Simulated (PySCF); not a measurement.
Job for PySCF: D3(BJ) and D4 dispersion corrections on C4H4N2 (SMILES N#CCCC#N).

```python
from pyscf import gto
from pyscf.dispersion import dftd3, dftd4

mol = gto.M(
    atom='''
    N     2.32467172    1.17823606   -0.74745896
    C     1.58736055    0.47743528   -0.21321629
    C     0.64648074   -0.42421302    0.44055032
    C    -0.73926437   -0.43461308   -0.23778733
    C    -1.44578214    0.83282841   -0.09612658
    N    -1.99957181    1.83069779    0.03706143
    H     1.05952676   -1.43415638    0.41340109
    H     0.54970521   -0.13745247    1.48888913
    H    -0.63665518   -0.66743319   -1.29886116
    H    -1.34647147   -1.22132938    0.21354834
    ''',
    basis='def2-svp',
    charge=0, spin=0, verbose=0, max_memory=1800)
d3, d4 = {}, {}
for xc in ['hf', 'pbe', 'blyp', 'revpbe', 'tpss', 'r2scan', 'b3lyp', 'pbe0', 'bhlyp', 'camb3lyp', 'b2plyp']:
    d3[xc] = float(dftd3.DFTD3Dispersion(mol, xc=xc, version='d3bj', atm=False).get_dispersion()['energy'])
    print(f'D3(BJ) {xc:10s} {d3[xc]:14.8f} Eh')
for xc in ['hf', 'pbe', 'blyp', 'revpbe', 'tpss', 'r2scan', 'b3lyp', 'pbe0', 'bhlyp', 'camb3lyp', 'b2plyp']:
    d4[xc] = float(dftd4.DFTD4Dispersion(mol, xc={'camb3lyp': 'cam-b3lyp'}.get(xc, xc), atm=True).get_dispersion()['energy'])
    print(f'D4     {xc:10s} {d4[xc]:14.8f} Eh')
```

It printed:

```
D3(BJ) hf            -0.06087880 Eh
D3(BJ) pbe           -0.00796153 Eh
D3(BJ) blyp          -0.01658954 Eh
D3(BJ) revpbe        -0.02026404 Eh
D3(BJ) tpss          -0.00996943 Eh
D3(BJ) r2scan        -0.00227082 Eh
D3(BJ) b3lyp         -0.01349854 Eh
D3(BJ) pbe0          -0.00683663 Eh
D3(BJ) bhlyp         -0.01030533 Eh
D3(BJ) camb3lyp      -0.00605793 Eh
D3(BJ) b2plyp        -0.00614184 Eh
D4     hf            -0.02594183 Eh
D4     pbe           -0.00712659 Eh
D4     blyp          -0.01575529 Eh
D4     revpbe        -0.02351861 Eh
D4     tpss          -0.00963483 Eh
D4     r2scan        -0.00187118 Eh
D4     b3lyp         -0.01131896 Eh
D4     pbe0          -0.00602146 Eh
D4     bhlyp         -0.00794346 Eh
D4     camb3lyp      -0.00603766 Eh
D4     b2plyp        -0.00501205 Eh
```

The run finished.

Cost: around 0.03 core-seconds (rough).
